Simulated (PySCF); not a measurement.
Isomers of C7H7F.

All values: CAM-B3LYP/def2-SVPD (PySCF) at GFN2-xTB geometries, gas phase, one conformer each. Core orbitals are frozen in the response; Δα² is half the sum of the squared differences of the principal polarisabilities.

Question: Rank by dipole moment, highest first.
A. `[CH2:1]=[C:2]([F:3])[C:4](=[CH2:5])[C:6]#[C:7][CH3:8]` with C1–C2–C4–C5 180°
B. `[CH:1]#[C:2][CH2:3][C@@:4]([CH3:5])([F:6])[C:7]#[CH:8]` with C2–C3–C4–C5 60°
C. `[CH2:1]=[CH:2][C:3]#[C:4]/[CH:5]=[CH:6]/[CH2:7][F:8]` with C5–C6–C7–F8 141°
D. `[CH:1]#[C:2][C@:3]1([CH2:4][F:5])[C@@H:6]2[CH2:7][C@H:8]12` with C2–C3–C4–F5 180°

Answer: A (2.37 D), C (1.84 D), B (1.61 D), D (0.75 D).

Question: Rank by HOMO energy, lowest first.
A. `[CH:1]#[C:2][C@:3]1([CH2:4][F:5])[C@@H:6]2[CH2:7][C@H:8]12` with C2–C3–C4–F5 180°
B. `[CH2:1]=[C:2]([F:3])[C:4](=[CH2:5])[C:6]#[C:7][CH3:8]` with C1–C2–C4–C5 180°
C. `[CH2:1]=[CH:2][C:3]#[C:4]/[CH:5]=[CH:6]/[CH2:7][F:8]` with C5–C6–C7–F8 141°
D. `[CH:1]#[C:2][CH2:3][C@@:4]([CH3:5])([F:6])[C:7]#[CH:8]` with C2–C3–C4–C5 60°

Answer: D (-9.36 eV), A (-8.98 eV), B (-8.03 eV), C (-7.79 eV).

Question: Rank by polarisability anisotropy Δα, lowest first.
A. `[CH2:1]=[CH:2][C:3]#[C:4]/[CH:5]=[CH:6]/[CH2:7][F:8]` with C5–C6–C7–F8 141°
B. `[CH:1]#[C:2][C@:3]1([CH2:4][F:5])[C@@H:6]2[CH2:7][C@H:8]12` with C2–C3–C4–F5 180°
C. `[CH:1]#[C:2][CH2:3][C@@:4]([CH3:5])([F:6])[C:7]#[CH:8]` with C2–C3–C4–C5 60°
D. `[CH2:1]=[C:2]([F:3])[C:4](=[CH2:5])[C:6]#[C:7][CH3:8]` with C1–C2–C4–C5 180°

Answer: C (2.82 Å³), B (3.74 Å³), D (8.27 Å³), A (14.84 Å³).

All values together:

| SMILES | μ (D) | HOMO (eV) | LUMO (eV) | α (Å³) | Δα (Å³) |
| --- | --- | --- | --- | --- | --- |
| C=C(F)C(=C)C#CC | 2.37 | -8.03 | -0.30 | 13.10 | 8.27 |
| C=CC#C/C=C/CF | 1.84 | -7.79 | -0.62 | 14.57 | 14.84 |
| C#C[C@]1(CF)[C@@H]2C[C@@H]21 | 0.75 | -8.98 | 1.49 | 11.08 | 3.74 |
| C#CC[C@@](C)(F)C#C | 1.61 | -9.36 | 1.29 | 11.48 | 2.82 |

Conformers: `[CH2:1]=[C:2]([F:3])[C:4](=[CH2:5])[C:6]#[C:7][CH3:8]` with C1–C2–C4–C5 180°; `[CH2:1]=[CH:2][C:3]#[C:4]/[CH:5]=[CH:6]/[CH2:7][F:8]` with C5–C6–C7–F8 141°; `[CH:1]#[C:2][C@:3]1([CH2:4][F:5])[C@@H:6]2[CH2:7][C@H:8]12` with C2–C3–C4–F5 180°; `[CH:1]#[C:2][CH2:3][C@@:4]([CH3:5])([F:6])[C:7]#[CH:8]` with C2–C3–C4–C5 60°.
